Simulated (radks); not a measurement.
The nuclear charge of neutral tellurium is varied continuously with 52 electrons held in [Kr] 4d10 5s2 5p4. All-electron calculation, scalar-relativistic Kohn-Sham, r2SCAN, spin-polarised, spherical densities, finite nucleus; open shells are filled with parallel spins first (spin-orbit coupling, left out, can overturn this in heavy ions); meta-GGA in the generalised Kohn-Sham scheme; Fermi nuclear charge, rms radius 4.7423 fm. Program: a radial shooting solver on a logarithmic mesh with Libxc functionals. By the Hellmann-Feynman theorem dE/dZ = E(electron-nucleus)/Z, the electronic potential at the nucleus (averaged over a nucleus of fixed radius). The scalar-relativistic energy here is not variational (the density holds large components alone), so the two differ by a part that grows with Z.

| Z | E (hartree) | E(electron-nucleus)/Z (hartree) | HOMO | e(HOMO) (eV) | <r> HOMO (bohr) |
|---|---|---|---|---|---|
| 51.8 | -6731.93406 | -314.407 | 5p | -3.560 | 2.800 |
| 52 | -6795.21333 | -316.097 | 5p | -5.158 | 2.695 |
| 52.2 | -6858.83386 | -317.787 | 5p | -6.852 | 2.605 |
| 52.4 | -6922.79566 | -319.477 | 5p | -8.635 | 2.526 |
| 52.6 | -6987.09876 | -321.167 | 5p | -10.503 | 2.455 |
| 52.8 | -7051.74324 | -322.857 | 5p | -12.451 | 2.391 |
| 53 | -7116.72923 | -324.548 | 5p | -14.476 | 2.332 |

The central difference of E at Z = 52 is -317.249 hartree, to compare with the third column; the second derivative is -8.53 hartree.
